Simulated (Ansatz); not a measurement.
Geometry optimisation, UKS revPBE-D4/def2-SVP (Ansatz).

Input file:

```yaml
crystal:
  periodic: [false, false, false]
  atoms:
    - { symbol: Sn, position_ang: [0.014272, 0.045391, -0.082079] }
    - { symbol: Cl, position_ang: [-0.16517, 0.105606, 2.310679] }
    - { symbol: H, position_ang: [1.688419, -0.07252, -0.472986] }
    - { symbol: H, position_ang: [-0.889269, 1.371994, -0.70687] }
    - { symbol: Cl, position_ang: [-1.03935, -1.951341, -0.806164] }
    - { symbol: "N", position_ang: [-0.318397, 0.271024, 5.234324] }
    - { symbol: H, position_ang: [-0.314274, -0.774389, 5.178688] }
    - { symbol: H, position_ang: [0.709969, 0.457435, 5.173108] }
magnetization:
  spin_polarized: true
  initial_magnetization: 1
basis:
  gaussian: { orbitals: def2-SVP }
hamiltonian:
  xc: revpbe
  dispersion: d4
relax:
  f_tol: 0.03
  max_steps: 50
```

Command:

```bash
$ ansatz run input.yaml --threads 4 --pin off --max-ram 5120MiB --backend cpu --events-out ev --progress --plain --runs-dir out
```

Where does it end, and by what steps?

The run converged. The force dipped under the threshold on the way, but the program's further checks kept it going. After 17 steps the energy has fallen by 0.017 eV; N6 moved furthest, 0.56 Å.

```csv
step,energy less start (eV),largest force component (eV/Å),accepted
0,0.0000,0.342,yes
1,-0.0015,0.550,yes
2,-0.0094,0.325,yes
3,-0.0134,0.087,yes
4,-0.0136,0.048,yes
5,-0.0142,0.038,yes
6,-0.0144,0.047,yes
7,-0.0145,0.083,yes
8,-0.0148,0.049,yes
9,-0.0152,0.008,yes
10,0.0538,1.509,no
11,-0.0153,0.102,yes
12,-0.0148,0.143,no
13,-0.0158,0.025,yes
14,-0.0161,0.062,yes
15,-0.0160,0.154,no
16,-0.0164,0.020,yes
17,-0.0168,0.024,yes
```

```xyz
8
Properties=species:S:1:pos:R:3
Sn 0.013 0.069 -0.128
Cl -0.249 0.321 2.225
H 1.702 -0.024 -0.450
H -0.916 1.308 -0.878
Cl -0.951 -2.016 -0.706
N -0.041 0.068 5.679
H -0.591 -0.595 5.082
H 0.718 0.323 5.005
```

Run time: 30 s on 4 threads of Arm Neoverse V1, on a shared host, peak memory 0.17 GiB.
